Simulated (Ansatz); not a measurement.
`N[SiH2][SiH](N)Cl` and `CS[SiH](N)Cl` differ in one atom or group.

Ansatz, PBE0-D4/def2-TZVP geometries, multiplicity 1. Each molecule was computed in one conformer, which needn't be the lowest.

```tsv
property	`N[SiH2][SiH](N)Cl`
HOMO energy (ωB97M-V/def2-TZVPP) / eV	-9.49
size of the dipole moment (B3LYP/def2-TZVPP) / D	1.79
ideal-gas entropy at 298 K and 1 bar (rigid rotor, harmonic PBE0-D4/def2-TZVP) / J/(mol·K)	390
HOMO–LUMO gap (PBE/def2-TZVPP) / eV	4.84
LUMO energy (ωB97M-V/def2-TZVPP) / eV	1.33
HOMO energy (PBE/def2-TZVPP) / eV	-5.99
```

(1) Give the same properties after the change, and the shifts. (Estimate.)

Answers

(1) Computed: 
| property | `CS[SiH](N)Cl` | shift |
| --- | --- | --- |
| HOMO energy (ωB97M-V/def2-TZVPP) / eV | -9.33 | 0.16 |
| size of the dipole moment (B3LYP/def2-TZVPP) / D | 2.45 | 0.66 |
| ideal-gas entropy at 298 K and 1 bar (rigid rotor, harmonic PBE0-D4/def2-TZVP) / J/(mol·K) | 377 | -13 |
| HOMO–LUMO gap (PBE/def2-TZVPP) / eV | 5.22 | 0.38 |
| LUMO energy (ωB97M-V/def2-TZVPP) / eV | 1.99 | 0.66 |
| HOMO energy (PBE/def2-TZVPP) / eV | -5.93 | 0.06 |

With PBE0 the HOMO rises by 0.17 eV and the LUMO rises by 0.56 eV, so the gap widens by about 0.39 eV. PBE moves the HOMO by 0.06 eV and ωB97M-V by 0.16 eV. The zero-point energy changes by -11.6 kJ/mol with -3 modes. Dipoles are sizes alone; their direction can turn. Modes under 60 cm⁻¹, often nearly free rotors, make the harmonic entropy too high.

B3LYP here is the variant with VWN-RPA as its local correlation; programs differ in this.
